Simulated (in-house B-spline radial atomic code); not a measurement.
Relativistic effects in the rubidium ion Rb⁵⁺, [Ar] 3d10 4s2 4p2: non-relativistic Hartree-Fock (point nucleus) against Dirac-Hartree-Fock (Fermi nucleus of rms radius 4.2036 fm), both averages of the configuration, computed with a radial B-spline atomic code at the basis-set limit.

```csv
orbital,ε NR (Eh),ε Dirac (Eh),<r> NR (bohr),<r> Dirac (bohr),change of <r> (%)
1s1/2,-554.11,-564.8,0.04128,0.04028,-2.4
2s1/2,-77.655,?,0.1817,?,?
2p1/2,-70.513,-72.638,0.1569,0.1523,-2.9
2p3/2,-70.513,-70.385,0.1569,0.1563,-0.4
3s1/2,-14.688,-15.13,0.5171,0.5064,-2.1
3p1/2,-12.032,-12.378,0.5203,0.5091,-2.2
3p3/2,-12.032,-12.024,0.5203,0.5187,-0.3
3d3/2,-7.2869,-7.2442,0.5174,0.5166,-0.1
3d5/2,-7.2869,-7.1839,0.5174,0.5202,+0.6
4s1/2,-3.631,-3.6957,1.369,1.347,-1.6
4p1/2,-3.0019,?,1.488,?,?
4p3/2,-3.0019,-2.998,1.488,1.487,-0.1
```

Question: What happens to 4p1/2?

Answer: Its energy goes to -3.0437 hartree and <r> to 1.466 bohr (-1.47 %).

Question: What happens to 2s1/2?

Answer: Its energy goes to -80.122 hartree and <r> to 0.177 bohr (-2.58 %).

Question: What explains the pattern of contraction and expansion?

Answer: Expansion is seen in 3d5/2. The s and p1/2 orbitals contract directly, screen the nucleus better, and so push out orbitals that have little density near the nucleus; spin-orbit coupling adds to this for j = l + 1/2 and opposes it for j = l - 1/2.

Question: By how much does the total energy change?

Answer: By -41.428 hartree, from -2931.440 to -2972.869.
